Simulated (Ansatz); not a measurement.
Steps of a relaxation of `C[SiH2]B1N[SiH2]1` with RKS PBE0-D4/def2-TZVP.

```sh
$ ansatz run in.yaml --threads 4 --pin off --events-out ev --progress --plain --max-ram 10444MiB
```

```yaml
crystal:
  periodic: [false, false, false]
  atoms:
    - {symbol: C, position_ang: [-1.581138, 1.817311, -0.038457]}
    - {symbol: Si, position_ang: [-0.002518, 1.148065, 0.781927]}
    - {symbol: B, position_ang: [0.597390, -0.622417, 0.059825]}
    - {symbol: N, position_ang: [0.181598, -1.627410, -0.803292]}
    - {symbol: Si, position_ang: [1.773894, -2.184789, -0.185424]}
    - {symbol: H, position_ang: [-1.869619, 2.796601, 0.395276]}
    - {symbol: H, position_ang: [-2.428227, 1.115294, 0.104103]}
    - {symbol: H, position_ang: [-1.429342, 1.955987, -1.128715]}
    - {symbol: H, position_ang: [1.114212, 2.150072, 0.614184]}
    - {symbol: H, position_ang: [-0.230371, 1.000251, 2.268145]}
    - {symbol: H, position_ang: [-0.624676, -1.815875, -1.408364]}
    - {symbol: H, position_ang: [1.697799, -3.457199, 0.614013]}
    - {symbol: H, position_ang: [2.821398, -2.310691, -1.258320]}
basis:
  gaussian: {orbitals: def2-TZVP}
hamiltonian: {xc: pbe0, dispersion: d4}
relax: {f_tol: 0.005, max_steps: 150}
```

Positions (Å) and forces (eV/Å) along the path, 11 of 14 steps:

```xyz
13
step=1 energy=-19080.2280 eV
C    -1.581    1.817   -0.038   -0.162    0.059   -0.092
Si   -0.003    1.148    0.782   -0.106    0.235    0.082
B     0.597   -0.622    0.060   -0.038   -0.461   -0.309
N     0.182   -1.627   -0.803    0.295   -0.002    0.168
Si    1.774   -2.185   -0.185   -0.651    0.106   -0.325
H    -1.870    2.797    0.395    0.145   -0.484   -0.210
H    -2.428    1.115    0.104    0.415    0.344   -0.069
H    -1.429    1.956   -1.129   -0.074   -0.068    0.538
H     1.114    2.150    0.614   -0.230   -0.221    0.020
H    -0.230    1.000    2.268    0.047    0.017   -0.316
H    -0.625   -1.816   -1.408    0.554    0.149    0.427
H     1.698   -3.457    0.614    0.029    0.295   -0.170
H     2.821   -2.311   -1.258   -0.222    0.034    0.257
13
step=2 energy=-19080.2793 eV
C    -1.573    1.807   -0.037   -0.009    0.005   -0.002
Si   -0.003    1.145    0.778   -0.088    0.062   -0.026
B     0.595   -0.619    0.058    0.037   -0.175   -0.085
N     0.183   -1.618   -0.801    0.326   -0.087    0.141
Si    1.758   -2.177   -0.188   -0.468    0.162   -0.185
H    -1.859    2.775    0.393    0.038   -0.133   -0.059
H    -2.410    1.112    0.105    0.119    0.094   -0.017
H    -1.424    1.944   -1.115   -0.018   -0.020    0.152
H     1.105    2.134    0.604   -0.056   -0.050    0.010
H    -0.228    0.993    2.250    0.017    0.009   -0.073
H    -0.614   -1.801   -1.399    0.143    0.043    0.113
H     1.686   -3.432    0.610    0.008    0.077   -0.039
H     2.803   -2.298   -1.243   -0.050    0.011    0.071
13
step=3 energy=-19080.2898 eV
C    -1.569    1.802   -0.034    0.018   -0.009    0.013
Si   -0.005    1.143    0.773   -0.012    0.000   -0.008
B     0.597   -0.620    0.058    0.044    0.046    0.053
N     0.191   -1.617   -0.801    0.038   -0.061   -0.016
Si    1.743   -2.173   -0.193   -0.079    0.028   -0.032
H    -1.855    2.765    0.394   -0.004    0.012    0.006
H    -2.401    1.109    0.108   -0.016   -0.010    0.000
H    -1.422    1.939   -1.107   -0.001    0.003   -0.018
H     1.099    2.129    0.599    0.009    0.004   -0.007
H    -0.224    0.994    2.241    0.000   -0.006    0.009
H    -0.600   -1.798   -1.398   -0.028    0.006   -0.015
H     1.672   -3.420    0.610    0.012   -0.008    0.010
H     2.794   -2.289   -1.234    0.021   -0.005    0.006
13
step=4 energy=-19080.2898 eV
C    -1.574    1.803   -0.032    0.008   -0.023   -0.004
Si   -0.007    1.142    0.767    0.022   -0.006    0.009
B     0.607   -0.620    0.060   -0.005    0.021    0.007
N     0.193   -1.612   -0.804    0.084   -0.067    0.010
Si    1.737   -2.181   -0.197   -0.044    0.065    0.024
H    -1.856    2.765    0.400    0.001    0.007    0.008
H    -2.407    1.111    0.111   -0.005   -0.006    0.004
H    -1.432    1.944   -1.106    0.004    0.002   -0.010
H     1.100    2.124    0.587   -0.002    0.019    0.006
H    -0.219    0.987    2.236   -0.003    0.014    0.010
H    -0.601   -1.781   -1.401   -0.048   -0.009   -0.038
H     1.674   -3.422    0.615   -0.017   -0.013   -0.004
H     2.806   -2.295   -1.220    0.005   -0.005   -0.024
13
step=5 energy=-19080.2905 eV
C    -1.571    1.798   -0.032   -0.001   -0.003    0.000
Si   -0.003    1.144    0.771   -0.001   -0.002   -0.002
B     0.604   -0.618    0.059    0.004    0.001    0.002
N     0.193   -1.612   -0.806    0.007   -0.008   -0.003
Si    1.736   -2.177   -0.195    0.002    0.007    0.007
H    -1.857    2.761    0.398   -0.002    0.002    0.000
H    -2.403    1.104    0.112    0.002   -0.001    0.002
H    -1.429    1.937   -1.106    0.001    0.000    0.001
H     1.100    2.132    0.590   -0.001    0.001    0.000
H    -0.217    0.995    2.240    0.002    0.003    0.000
H    -0.599   -1.784   -1.406   -0.009    0.005   -0.004
H     1.666   -3.422    0.612   -0.006   -0.003   -0.001
H     2.802   -2.295   -1.222    0.003   -0.001   -0.003
13
step=6 energy=-19080.2906 eV
C    -1.574    1.793   -0.029    0.000   -0.003   -0.003
Si    0.000    1.146    0.769    0.002    0.005    0.005
B     0.607   -0.616    0.059    0.001   -0.013   -0.007
N     0.199   -1.605   -0.812   -0.005    0.046    0.023
Si    1.734   -2.179   -0.190   -0.006   -0.017   -0.013
H    -1.862    2.756    0.398    0.001   -0.002    0.001
H    -2.402    1.096    0.119    0.000    0.000    0.001
H    -1.435    1.929   -1.104   -0.002   -0.001    0.002
H     1.099    2.136    0.581    0.000    0.003   -0.001
H    -0.206    1.002    2.240   -0.001    0.002    0.001
H    -0.594   -1.763   -1.416    0.004   -0.022   -0.014
H     1.649   -3.428    0.610    0.002    0.002    0.002
H     2.806   -2.300   -1.211    0.003    0.000    0.004
13
step=9 energy=-19080.2910 eV
C    -1.581    1.779   -0.018   -0.004   -0.002    0.003
Si    0.009    1.155    0.767   -0.002    0.005    0.000
B     0.616   -0.610    0.059   -0.002    0.000    0.000
N     0.212   -1.582   -0.834   -0.013   -0.011   -0.019
Si    1.722   -2.190   -0.181    0.005    0.006    0.009
H    -1.873    2.744    0.402    0.001   -0.001    0.000
H    -2.399    1.075    0.150    0.003    0.003   -0.001
H    -1.458    1.904   -1.097    0.000   -0.001    0.002
H     1.098    2.152    0.553   -0.001   -0.006   -0.003
H    -0.178    1.027    2.242    0.002   -0.003   -0.004
H    -0.565   -1.728   -1.461    0.020    0.008    0.019
H     1.598   -3.443    0.606   -0.002    0.004   -0.008
H     2.820   -2.316   -1.174   -0.007   -0.002    0.003
13
step=11 energy=-19080.2911 eV
C    -1.587    1.775   -0.010    0.000   -0.007   -0.002
Si    0.011    1.157    0.762    0.002    0.008    0.004
B     0.617   -0.609    0.057   -0.011   -0.006   -0.010
N     0.224   -1.574   -0.848    0.009   -0.002    0.004
Si    1.718   -2.194   -0.172   -0.007   -0.004   -0.007
H    -1.877    2.741    0.409    0.002   -0.001    0.001
H    -2.403    1.070    0.170    0.003    0.004   -0.001
H    -1.476    1.894   -1.090   -0.001    0.000    0.004
H     1.097    2.153    0.530   -0.001   -0.002   -0.002
H    -0.159    1.038    2.239   -0.001   -0.002   -0.003
H    -0.544   -1.711   -1.489    0.007    0.005    0.008
H     1.571   -3.452    0.603    0.000    0.005    0.000
H     2.830   -2.325   -1.147   -0.002    0.003    0.004
13
step=12 energy=-19080.2912 eV
C    -1.589    1.775   -0.008    0.002   -0.004   -0.002
Si    0.011    1.156    0.760    0.000    0.003    0.002
B     0.615   -0.610    0.056   -0.006   -0.003   -0.005
N     0.225   -1.574   -0.851    0.013    0.000    0.009
Si    1.717   -2.194   -0.170   -0.009    0.003   -0.003
H    -1.876    2.742    0.411    0.001    0.000    0.001
H    -2.405    1.072    0.174    0.001    0.002    0.000
H    -1.479    1.895   -1.089   -0.001    0.000    0.002
H     1.097    2.151    0.525    0.000    0.000    0.000
H    -0.156    1.037    2.238    0.000    0.000   -0.001
H    -0.541   -1.711   -1.493   -0.002    0.000   -0.002
H     1.567   -3.453    0.604    0.002    0.002   -0.002
H     2.833   -2.323   -1.142   -0.001   -0.002    0.002
13
step=13 energy=-19080.2912 eV
C    -1.589    1.775   -0.007    0.002    0.000   -0.001
Si    0.011    1.156    0.760   -0.003    0.000   -0.001
B     0.614   -0.610    0.055    0.001    0.000    0.000
N     0.226   -1.574   -0.853    0.008    0.000    0.007
Si    1.717   -2.194   -0.169   -0.004    0.002   -0.002
H    -1.876    2.743    0.412    0.000    0.001    0.000
H    -2.406    1.073    0.176    0.000    0.000    0.000
H    -1.481    1.894   -1.088   -0.001    0.000    0.000
H     1.097    2.151    0.523    0.001    0.000    0.000
H    -0.155    1.038    2.237    0.000   -0.001    0.000
H    -0.538   -1.711   -1.498   -0.004   -0.001   -0.004
H     1.566   -3.453    0.605    0.000   -0.001    0.000
H     2.835   -2.323   -1.138    0.001    0.000    0.000
13
step=14 energy=-19080.2912 eV
C    -1.590    1.776   -0.007    0.001    0.000    0.000
Si    0.010    1.156    0.759    0.000    0.000    0.000
B     0.614   -0.610    0.054    0.000    0.001    0.001
N     0.226   -1.575   -0.853    0.003   -0.001    0.002
Si    1.717   -2.194   -0.169   -0.002    0.001   -0.001
H    -1.875    2.743    0.412    0.000    0.000    0.000
H    -2.406    1.074    0.177    0.000    0.000    0.000
H    -1.482    1.895   -1.088    0.000    0.000    0.000
H     1.097    2.150    0.522    0.000    0.000    0.000
H    -0.155    1.038    2.237    0.000    0.000    0.000
H    -0.537   -1.711   -1.498   -0.001   -0.001   -0.001
H     1.566   -3.453    0.605    0.000   -0.001    0.000
H     2.835   -2.323   -1.137    0.000    0.000    0.000
```

Run time 57 s (4 threads of an Arm Neoverse V1 on a shared host); peak host memory 0.6 GiB.
